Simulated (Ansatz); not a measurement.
# Interaction energy ladder

The pair of NH3 (SMILES N, atoms 1–4) and GeH4 (SMILES [GeH4], atoms 5–9), both closed shells, in one local arrangement (a lower one may exist), relaxed at PBE0-D4/def2-TZVP:

```xyz
9
angstrom
N -0.2807 0.2273 -1.6539
H 0.4018 0.8494 -2.0693
H -0.2350 -0.6483 -2.1606
H -1.1948 0.6265 -1.8283
Ge 0.2578 -0.2077 1.5189
H 1.6095 0.0250 0.8354
H -0.6529 1.0143 1.3573
H 0.5142 -0.4172 3.0277
H -0.4198 -1.4692 0.9729
```

Program: Ansatz 0.2.0. Basis: def2-TZVPPD, with def2-QZVPPD for the basis limit. Cores are frozen in the correlated methods. Filled d shells of the heavier atoms are correlated. The def2 sets are not built for correlating such inner shells, so the correlated values are less sure here. B3LYP uses VWN-RPA correlation. Extrapolation: Hartree–Fock as exp(−7.88 √X), correlation as X^−2.97. Interaction energies count from these two fragments, frozen as in the pair, with the counterpoise correction; negative means bound.

(1) What is the interaction energy by CCSD(T) at an estimated basis limit (MP2 extrapolated from triple and quadruple zeta, plus CCSD(T) − MP2 in triple zeta)? (Judge from chemistry; the value comes from the calculation.)

No T1 diagnostic of these runs exceeds 0.012.

## Answers

(1) Computed: -7.4 kJ/mol. Hartree–Fock alone gives -0.7 kJ/mol at the basis limit. It counts from the two fragments frozen as in the pair.

The same quantity by other methods in triple zeta, and each one's difference from that estimate:
```csv
method,E_int (kJ/mol),difference
PBE-D4,-8.4,-0.9
revPBE-D4,-7.1,0.3
BLYP-D4,-6.6,0.8
r2SCAN-D4,-7.4,0.0
B97M-V,-9.5,-2.1
PBE0-D4,-8.4,-0.9
B3LYP-D4,-7.5,-0.1
HSE06-D4,-8.3,-0.9
wB97X-V,-8.0,-0.6
wB97M-V,-8.5,-1.1
B2PLYP,-3.7,3.8
HF,-0.8,6.6
MP2,-6.4,1.0
CCSD,-5.6,1.9
CCSD(T),-6.5,0.9
```
Differences are method less estimate.

Basis-set superposition shift (counterpoise-corrected less uncorrected): CCSD(T) 2.8; MP2 2.9; HF 0.6; PBE0-D4 0.7; wB97M-V 0.9 kJ/mol.

For scale, one of the runs: CCSD(T)/def2-TZVPPD, 210 basis functions, launched by `ansatz run in.yaml --threads 4 --pin off --events-out ev --progress --plain --max-ram 9574MiB`. Hardware: 4 CPU threads of an Arm Neoverse V2, shared host. Wall time 49 s; peak host memory 2.8 GiB.
